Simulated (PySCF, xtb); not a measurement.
SnF3Br, SMILES [Sn]([F])([F])([F])[Br].

Harmonic wavenumbers (cm⁻¹) from GFN2-xTB in xtb at its own minimum, in rising order: 69, 69, 90, 90, 100, 184, 337, 409, 410.

Problem. What does B3LYP-D3(BJ)/def2-SVP in PySCF 2.14.0 give at its own minimum? (The exact figures need the calculation; the answer reports its results.)

Solution. 109, 109, 166, 166, 180, 278, 642, 669, 669. Paired by order, the mean absolute difference is 136 cm⁻¹ and the zero-point energies are 2.5 and 4.3 kcal/mol.
